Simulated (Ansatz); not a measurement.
The cluster Be₈⁻. The state is a doublet with charge -1. Geometry r2SCAN/def2-SVP, that of the neutral singlet.

Cartesian coordinates in Å:
```
Be 0.153 -1.102 -0.978
Be 0.838 0.636 -1.701
Be 1.426 -0.160 0.365
Be -1.166 0.524 -1.537
Be 0.267 -1.520 1.272
Be -1.326 -0.197 0.631
Be 0.060 0.360 1.966
Be -0.253 1.459 -0.019
```

At r2SCAN/def2-TZVPD, PBE0/def2-TZVPD the charge -1 doublet is spin-contaminated (final ⟨S²⟩ up to 1.17, 0.75 for a pure state). The structure comes from a short search, and lower isomers may exist.

(1) Estimate the α-spin orbital energies around the gap (eV) in Ansatz with PBE/def2-TZVPD, r2SCAN/def2-TZVPD, PBE0/def2-TZVPD.

## Answers

(1) 
| orbital | PBE/def2-TZVPD | r2SCAN/def2-TZVPD | PBE0/def2-TZVPD |
| --- | --- | --- | --- |
| HOMO−5 | -2.86 | -3.09 | -3.88 |
| HOMO−4 | -1.41 | -1.55 | -2.09 |
| HOMO−3 | -0.87 | -1.01 | -1.62 |
| HOMO−2 | -0.53 | -0.70 | -1.21 |
| HOMO−1 | -0.52 | -0.58 | -1.12 |
| HOMO | -0.06 | -0.22 | -0.72 |
| LUMO | 0.34 | 0.57 | 1.00 |
| LUMO+1 | 0.73 | 0.96 | 1.34 |
| LUMO+2 | 1.55 | 1.79 | 2.14 |
| LUMO+3 | 1.71 | 2.00 | 2.29 |
| LUMO+4 | 2.20 | 2.35 | 2.73 |
| LUMO+5 | 2.26 | 2.67 | 2.87 |
| β HOMO | -0.37 | -0.44 | -1.02 |
| β LUMO | 0.42 | 0.50 | 1.03 |
